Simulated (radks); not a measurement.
Problem. These are the eigenvalues of the occupied orbitals of an atom or ion with whole-number occupations (eV). Calculated with a radial shooting solver on a logarithmic mesh with Libxc functionals: Dirac Kohn-Sham, PBE, spin-unpolarised, spherical densities, finite nucleus; Fermi nuclear charge, rms radius of each element as measured or else 0.836 A^(1/3) + 0.57 fm.

orbital  eigenvalue
1s1/2     -55873.80
2s1/2     -9716.442
2p1/2     -9269.964
2p3/2     -8413.267
3s1/2     -2523.396
3p1/2     -2328.093
3p3/2     -2148.824
3d3/2     -1813.697
3d5/2     -1774.584
4s1/2     -839.4337
4p1/2     -760.5964
4p3/2     -716.7781
4d3/2     -585.7572
4d5/2     -577.2183
4f5/2     -416.3664

Which element is it, and in what charge state? The configuration may be excited. Open shells, if any, fill j = l - 1/2 first.

Solution. Z = 67, holmium, charge +18: Ho18+ in [Kr] 4d10 4f3. The list shows which subshells hold electrons but not how many an open one holds; the 1s level, -2053.3 hartree, gives Z - s = 64.1 by -(Z - s)^2/2, which with screening and relativity narrows Z to a few neighbours, and the depths of the outer levels then fix element, charge and occupations together.
